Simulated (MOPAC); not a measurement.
MOPAC input (PM7):

```
PM7 PRECISE GNORM=0.05 LET XYZ UHF MS=0.5 GEO-OK AUX(PRECISION=9) THREADS=1
C2H4BO

C     1.88030700 1   -0.04919000 1   -0.13369900 1
C     0.59887100 1   -0.40035600 1   -0.26352100 1
B    -0.55859400 1    0.45276800 1    0.29136400 1
O    -1.85231100 1    0.10360900 1    0.16338400 1
H     2.15976100 1    0.86592000 1    0.37620400 1
H     2.69136400 1   -0.65284500 1   -0.52588000 1
H     0.36378500 1   -1.32997800 1   -0.78424700 1
H    -2.47851800 1    0.72146200 1    0.55335200 1
```

Output:

```
 *******************************************************************************
 **                                                                           **
 **                              MOPAC v23.2.5                                **
 **                                                                           **
 *******************************************************************************
 ** MOPAC's Digital Object Identifier: https://doi.org/10.5281/zenodo.6511958 **
 **                                                                           **
 ** Please cite the open-source release paper for use of this MOPAC version:  **
 ** J. E. Moussa and J. J. P. Stewart (2026)                                  **
 ** MOPAC: An open-source semiempirical molecular orbital program             **
 ** J. Open Source Softw., 11(119), 8025, https://doi.org/10.21105/joss.08025 **
 *******************************************************************************

                              PM7 CALCULATION RESULTS

 *******************************************************************************
 *  PM7        - The PM7 Hamiltonian to be used
 *  GEO-OK     - OVERRIDE INTERATOMIC DISTANCE AND OTHER SAFETY CHECKS
 *  UHF        - UNRESTRICTED HARTREE-FOCK CALCULATION
 *  MS=        - IN MECI, MAGNETIC COMPONENT OF SPIN =  0.5
 *  LET        - OVERRIDE SOME SAFETY CHECKS
 *  PRECISE    - TIGHTER CRITERIA TO BE USED
 *  XYZ        - CARTESIAN COORDINATE SYSTEM TO BE USED
 *  GNORM      - EXIT WHEN GRADIENT NORM DROPS BELOW 0.050
 *  AUX        - OUTPUT AUXILIARY INFORMATION
 *******************************************************************************
PM7 PRECISE GNORM=0.05 LET XYZ UHF MS=0.5 GEO-OK AUX(PRECISION=9) THREADS=1
 C2H4BO

   ATOM   CHEMICAL          X               Y               Z
  NUMBER   SYMBOL      (ANGSTROMS)     (ANGSTROMS)     (ANGSTROMS)

     1       C          1.88030700  *  -0.04919000  *  -0.13369900  *
     2       C          0.59887100  *  -0.40035600  *  -0.26352100  *
     3       B         -0.55859400  *   0.45276800  *   0.29136400  *
     4       O         -1.85231100  *   0.10360900  *   0.16338400  *
     5       H          2.15976100  *   0.86592000  *   0.37620400  *
     6       H          2.69136400  *  -0.65284500  *  -0.52588000  *
     7       H          0.36378500  *  -1.32997800  *  -0.78424700  *
     8       H         -2.47851800  *   0.72146200  *   0.55335200  *

          CARTESIAN COORDINATES

    NO.       ATOM           X           Y           Z

     1         C          1.8803     -0.0492     -0.1337
     2         C          0.5989     -0.4004     -0.2635
     3         B         -0.5586      0.4528      0.2914
     4         O         -1.8523      0.1036      0.1634
     5         H          2.1598      0.8659      0.3762
     6         H          2.6914     -0.6528     -0.5259
     7         H          0.3638     -1.3300     -0.7842
     8         H         -2.4785      0.7215      0.5534

 General Reference for PM7:
 "Optimization of Parameters for Semiempirical Methods VI: More Modifications to the
 NDDO Approximations and Re-optimization of Parameters", J. J. P. Stewart, J. Mol. Mod., 1:32, 19 (2013)
 https://link.springer.com/article/10.1007/s00894-012-1667-x

           Empirical Formula: C2 H4 O B  =     8 atoms

      MOLECULAR POINT GROUP   :   Cs

          UHF CALCULATION, NO. OF ALPHA ELECTRONS =   11
                           NO. OF BETA  ELECTRONS =   10

          Geometry optimization using EF

          DIAGONAL MATRIX USED AS START HESSIAN

 CYCLE:     1  GRAD.:    36.422 HEAT: -16.25487
 CYCLE:     2  GRAD.:   407.323 HEAT:  1.522233
 CYCLE:     3  GRAD.:   389.389 HEAT:  14.95977
 CYCLE:     4  GRAD.:   244.981 HEAT: -4.468133
 CYCLE:     5  GRAD.:   306.342 HEAT: -10.64204
 CYCLE:     6  GRAD.:   127.168 HEAT: -11.60408
 CYCLE:     7  GRAD.:   133.274 HEAT: -13.98220
 CYCLE:     8  GRAD.:   102.118 HEAT: -14.29081
 CYCLE:     9  GRAD.:    94.530 HEAT: -13.81189
 CYCLE:    10  GRAD.:   117.583 HEAT: -13.11210
 CYCLE:    11  GRAD.:   100.621 HEAT: -14.33880
 CYCLE:    12  GRAD.:    43.542 HEAT: -16.94346
 CYCLE:    13  GRAD.:    51.245 HEAT: -17.18193
 CYCLE:    14  GRAD.:    36.507 HEAT: -17.74858
 CYCLE:    15  GRAD.:    28.662 HEAT: -18.03700
 CYCLE:    16  GRAD.:    21.589 HEAT: -18.12414
 CYCLE:    17  GRAD.:     5.808 HEAT: -18.51535
 CYCLE:    18  GRAD.:     2.829 HEAT: -18.55826
 CYCLE:    19  GRAD.:     2.037 HEAT: -18.57839
 CYCLE:    20  GRAD.:     4.284 HEAT: -18.66002
 CYCLE:    21  GRAD.:     3.864 HEAT: -18.69543
 CYCLE:    22  GRAD.:     0.993 HEAT: -18.71645
 CYCLE:    23  GRAD.:     0.285 HEAT: -18.71748
 CYCLE:    24  GRAD.:     0.273 HEAT: -18.71790
 CYCLE:    25  GRAD.:     0.131 HEAT: -18.71797
 CYCLE:    26  GRAD.:     0.088 HEAT: -18.71799
 CYCLE:    27  GRAD.:     0.047 HEAT: -18.71800

     GRADIENT =  0.04692 IS LESS THAN CUTOFF =  0.05000

 -------------------------------------------------------------------------------
 PM7 PRECISE GNORM=0.05 LET XYZ UHF MS=0.5 GEO-OK AUX(PRECISION=9) THREADS=1
 C2H4BO

     GEOMETRY OPTIMISED USING EIGENVECTOR FOLLOWING (EF).
     SCF FIELD WAS ACHIEVED

                              PM7 CALCULATION
                                                       MOPAC v23.2.5 Linux

          FINAL HEAT OF FORMATION =        -18.71800 KCAL/MOL =     -78.31611 KJ/MOL

          COSMO AREA              =        100.90 SQUARE ANGSTROMS
          COSMO VOLUME            =         82.66 CUBIC ANGSTROMS

          GRADIENT NORM           =          0.04692          =       0.01659 PER ATOM
          IONIZATION POTENTIAL    =          7.510567 EV
          ALPHA SOMO LUMO (EV)    =         -7.511 -0.349
          BETA  SOMO LUMO (EV)    =        -10.577 -0.654
          NO. OF ALPHA ELECTRONS  =         11
          NO. OF BETA  ELECTRONS  =         10
          MOLECULAR WEIGHT        =         54.8630         POINT GROUP:  Cs

          MOLECULAR DIMENSIONS (Angstroms)

            Atom       Atom       Distance
            H     8    H     6     5.49294
            H     7    H     5     3.02546
            B     3    O     4     0.00143

          SCF CALCULATIONS        =         28

   ATOM   CHEMICAL          X               Y               Z
  NUMBER   SYMBOL      (ANGSTROMS)     (ANGSTROMS)     (ANGSTROMS)

     1       C          1.86495195  *  -0.00717330  *  -0.10854686  *
     2       C          0.63442901  *  -0.47924938  *  -0.31103306  *
     3       B         -0.56302157  *   0.29850389  *   0.20227944  *
     4       O         -1.89553222  *   0.20014663  *   0.22188456  *
     5       H          2.08922930  *   0.91607876  *   0.40925135  *
     6       H          2.76029589  *  -0.51212339  *  -0.44841456  *
     7       H          0.45029430  *  -1.41520285  *  -0.83840246  *
     8       H         -2.44646687  *   0.86368737  *   0.63285099  *

                             CARTESIAN COORDINATES

   1    C        1.864951947    -0.007173300    -0.108546856
   2    C        0.634429010    -0.479249384    -0.311033061
   3    B       -0.563021571     0.298503887     0.202279437
   4    O       -1.895532222     0.200146630     0.221884565
   5    H        2.089229296     0.916078758     0.409251350
   6    H        2.760295891    -0.512123388    -0.448414558
   7    H        0.450294295    -1.415202846    -0.838402460
   8    H       -2.446466869     0.863687369     0.632850993

           Empirical Formula: C2 H4 O B  =     8 atoms

      MOLECULAR POINT GROUP   :   Cs

          ALPHA EIGENVALUES
 -29.95680 -26.57765 -19.93317 -18.34152 -15.89790 -14.43351 -13.93408 -13.53040
 -11.36072 -10.60398  -7.51057  -0.34898   1.69725   3.06552   4.04555   5.64593
   5.99315   6.24631   6.41172   6.63319

           BETA EIGENVALUES
 -29.74955 -26.56962 -20.00954 -18.24661 -15.78370 -14.00758 -13.67842 -13.39944
 -11.33451 -10.57738  -0.65383  -0.47695   1.65982   3.03314   4.07645   5.68634
   5.98546   6.18792   6.41853   6.64984

              NET ATOMIC CHARGES AND DIPOLE CONTRIBUTIONS

  ATOM NO.   TYPE          CHARGE      No. of ELECS.   s-Pop       p-Pop
    1          C          -0.229975        4.2300     1.10300     3.12698
    2          C          -0.251966        4.2520     1.10043     3.15153
    3          B           0.227687        2.7723     0.74117     2.03115
    4          O          -0.520955        6.5210     1.72579     4.79517
    5          H           0.139811        0.8602     0.86019
    6          H           0.132980        0.8670     0.86702
    7          H           0.144683        0.8553     0.85532
    8          H           0.357735        0.6423     0.64226
 DIPOLE           X         Y         Z       TOTAL
 POINT-CHG.     0.575     1.202     0.656     1.485
 HYBRID        -0.606    -0.275    -0.122     0.677
 SUM           -0.031     0.927     0.534     1.070

          ATOMIC ORBITAL ELECTRON POPULATIONS

     Atom    s        px        py        pz
    1  C   1.10300   1.05175   1.08083   0.99440
    2  C   1.10043   1.05374   1.08172   1.01608
    3  B   0.74117   0.68690   0.86284   0.48140
    4  O   1.72579   1.48280   1.60244   1.70992
    5  H   0.86019
    6  H   0.86702
    7  H   0.85532
    8  H   0.64226

                    (SZ)    =    0.500000
                    (S**2)  =    0.752571

          ATOMIC ORBITAL SPIN POPULATIONS

    Atom   Total    s     px     py     pz
         Atomic
    1  C  0.0081  0.003  0.005  0.000  0.000
    2  C  0.0199  0.005  0.014 -0.001  0.001
    3  B  0.8554  0.134  0.054  0.519  0.148
    4  O  0.0853  0.015  0.016  0.035  0.019
    5  H -0.0003 -0.000
    6  H  0.0019  0.002
    7  H  0.0142  0.014
    8  H  0.0156  0.016

 **********************
 *                    *
 * JOB ENDED NORMALLY *
 *                    *
 **********************

 == MOPAC DONE ==
```

The geometry given is a B3LYP-D3(BJ)/def2-TZVP minimum.
